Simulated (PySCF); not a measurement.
Species: C4H13PSi2.
SMILES with atom numbers: `[H]/[P:7]=[C:5](\[Si:2]([CH3:1])([CH3:3])[CH3:4])[SiH3:6]` (hydrogens: H8, H9, H10 on C1; H11, H12, H13 on C3; H14, H15, H16 on C4; H17, H18, H19 on Si6; H20 on P7)

The same species was optimised twice, with GFN2-xTB and with PBE0-D3(BJ)/def2-SVP (PySCF), and the same property calculations (PySCF, gas phase) were run on both structures.

```
       coordinate  GFN2-xTB  PBE0-D3(BJ)/def2-SVP  change
       Si2–C4 (Å)     1.909                 1.880  -0.029
       Si2–C3 (Å)     1.909                 1.881  -0.028
       C1–Si2 (Å)     1.901                 1.882  -0.019
       C5–Si6 (Å)     1.890                 1.873  -0.017
       Si2–C5 (Å)     1.902                 1.894  -0.008
        C5=P7 (Å)     1.685                 1.678  -0.007
   Si2–C5–Si6 (°)     121.5                 120.4    -1.1
    Si2–C5–P7 (°)     122.3                 123.2    +0.9
    C3–Si2–C5 (°)     108.8                 108.2    -0.6
    C1–Si2–C5 (°)     109.8                 110.1    +0.3
    C3–Si2–C4 (°)     110.1                 110.4    +0.3
    Si6–C5–P7 (°)     116.2                 116.4    +0.2
    C4–Si2–C5 (°)     108.8                 108.9    +0.1
    C1–Si2–C4 (°)     109.6                 109.6     0.0
C1–Si2–C5–Si6 (°)         0                    -1      -1
```

Rotational constants: A = 1578, B = 1087, C = 823.2 MHz (GFN2-xTB) against A = 1598, B = 1105, C = 834.1 MHz (PBE0-D3(BJ)/def2-SVP).

On the GFN2-xTB structure: HOMO (eV) -7.41 [PBE0/pcSseg-1]; LUMO (eV) -2.19 [PBE0/pcSseg-1]; dipole (D) 1.44 [PBE0/pcSseg-1]; GIAO shielding of C1/C3/C4 (mean) (ppm) 186.0 [PBE0/pcSseg-1]; GIAO shielding of Si2 (ppm) 355.0 [PBE0/pcSseg-1]; GIAO shielding of C5 (ppm) -60.3 [PBE0/pcSseg-1]; GIAO shielding of Si6 (ppm) 415.6 [PBE0/pcSseg-1]; GIAO shielding of P7 (ppm) -79.8 [PBE0/pcSseg-1].

Task: What do these properties become on the PBE0-D3(BJ)/def2-SVP structure?

Result: 
```json
{"property": "HOMO (eV)", "level": "PBE0/pcSseg-1", "on GFN2-xTB": "-7.41", "on PBE0-D3(BJ)/def2-SVP": "-7.43", "change": "-0.02"}
{"property": "LUMO (eV)", "level": "PBE0/pcSseg-1", "on GFN2-xTB": "-2.19", "on PBE0-D3(BJ)/def2-SVP": "-2.23", "change": "-0.04"}
{"property": "dipole (D)", "level": "PBE0/pcSseg-1", "on GFN2-xTB": "1.44", "on PBE0-D3(BJ)/def2-SVP": "1.59", "change": "+0.15"}
{"property": "energy, GFN2-xTB geometry as zero (kcal/mol)", "level": "PBE0/pcSseg-1", "on GFN2-xTB": "0.0", "on PBE0-D3(BJ)/def2-SVP": "-1.6", "change": "-1.6"}
{"property": "GIAO shielding of C1/C3/C4 (mean) (ppm)", "level": "PBE0/pcSseg-1", "on GFN2-xTB": "186.0", "on PBE0-D3(BJ)/def2-SVP": "183.9", "change": "-2.1"}
{"property": "GIAO shielding of Si2 (ppm)", "level": "PBE0/pcSseg-1", "on GFN2-xTB": "355.0", "on PBE0-D3(BJ)/def2-SVP": "356.5", "change": "+1.5"}
{"property": "GIAO shielding of C5 (ppm)", "level": "PBE0/pcSseg-1", "on GFN2-xTB": "-60.3", "on PBE0-D3(BJ)/def2-SVP": "-55.3", "change": "+5.0"}
{"property": "GIAO shielding of Si6 (ppm)", "level": "PBE0/pcSseg-1", "on GFN2-xTB": "415.6", "on PBE0-D3(BJ)/def2-SVP": "415.4", "change": "-0.2"}
{"property": "GIAO shielding of P7 (ppm)", "level": "PBE0/pcSseg-1", "on GFN2-xTB": "-79.8", "on PBE0-D3(BJ)/def2-SVP": "-81.9", "change": "-2.1"}
```

The heavy atoms differ by 0.026 Å rms after alignment. Among bonds between heavy atoms Si2–C3 and Si2–C4 change most and about equally (-0.029 to -0.028 Å). Changes are differences of the printed values. Neither structure is proved a minimum here.

Shape of the structure used: `[H]/[P:7]=[C:5](\[Si:2]([CH3:1])([CH3:3])[CH3:4])[SiH3:6]`: C1–Si2–C5–Si6 -1°.
